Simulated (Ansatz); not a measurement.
Cost and result up the ladder for `CN(C)c1ccc(-c2ccc(-c3ccc(-c4ccc(C#N)cc4)cc3)cc2)cc1` (51 atoms). Charge 0, multiplicity 1. Geometry: r2SCAN-D4/def2-SVP.

```xyz
51

C    -4.1509   -7.6515    0.6632
N    -4.3237   -6.4697    1.4772
C    -5.3127   -6.4504    2.5313
C    -3.5706   -5.3449    1.2231
C    -3.7084   -4.1704    2.0057
C    -2.9446   -3.0396    1.7392
C    -2.0003   -3.0028    0.6950
C    -1.1944   -1.7984    0.4222
C     0.1170   -1.8923   -0.0867
C     0.8777   -0.7556   -0.3453
C     0.3651    0.5350   -0.1109
C     1.1701    1.7414   -0.3887
C     2.5665    1.7478   -0.1997
C     3.3251    2.8858   -0.4585
C     2.7242    4.0702   -0.9271
C     3.5291    5.2761   -1.2071
C     3.1867    6.1490   -2.2607
C     3.9405    7.2859   -2.5305
C     5.0709    7.5856   -1.7441
C     5.8499    8.7528   -2.0153
N     6.4846    9.7060   -2.2358
C     5.4257    6.7229   -0.6877
C     4.6636    5.5888   -0.4296
C     1.3292    4.0646   -1.1204
C     0.5703    2.9288   -0.8532
C    -0.9449    0.6319    0.3970
C    -1.7039   -0.5053    0.6579
C    -1.8657   -4.1727   -0.0774
C    -2.6244   -5.3117    0.1673
H    -4.8065   -8.4486    1.0361
H    -4.4063   -7.4709   -0.3991
H    -3.1108   -8.0264    0.6974
H    -5.8280   -7.4185    2.5633
H    -4.8583   -6.2762    3.5252
H    -6.0753   -5.6649    2.3703
H    -4.4092   -4.1421    2.8414
H    -3.0642   -2.1659    2.3869
H     0.5542   -2.8788   -0.2651
H     1.8851   -0.8684   -0.7565
H     3.0617    0.8483    0.1769
H     4.4091    2.8496   -0.3157
H     2.3289    5.9141   -2.8972
H     3.6687    7.9471   -3.3573
H     6.2958    6.9581   -0.0692
H     4.9344    4.9441    0.4112
H     0.8277    4.9736   -1.4654
H    -0.5093    2.9532   -1.0269
H    -1.3687    1.6180    0.6087
H    -2.7241   -0.3908    1.0352
H    -1.1679   -4.1827   -0.9201
H    -2.4885   -6.1791   -0.4804
```

Ansatz on 2 threads of AMD EPYC 7R13 on a shared host and a share (18 GiB) of an NVIDIA H100 80GB HBM3. Times are rough, and most runs start from the orbitals of an earlier one. PBE0-D4/def2-TZVP serves as the yardstick here, not as an exact answer. Differences are given only for rows in sets of like size (and for xTB, whose basis is part of the method), since another set adds its own error. Binding counts from free atoms at the same level (C triplet, N quartet, H doublet; other spins of the atoms weren't run), without zero-point energy or a counterpoise term.

Single mean-field runs in def2-SVP, def2-TZVP are fitted with def2-universal-jkfit.

```tsv
level	functions	wall time	binding energy per atom (eV)	difference from PBE0-D4/def2-TZVP (eV)
PBE0-D4/def2-SVP	516	3.4 s	5.34	–
PBE-D4/def2-SVP	516	4.3 s	5.46	–
PBE-D4/def2-TZVP (with forces)	1031	6.5 s	5.38	0.12
PBE0-D4/def2-TZVP	1031	7.5 s	5.26	0.00
r2SCAN-D4/def2-TZVP	1031	7.5 s	5.20	-0.06
```
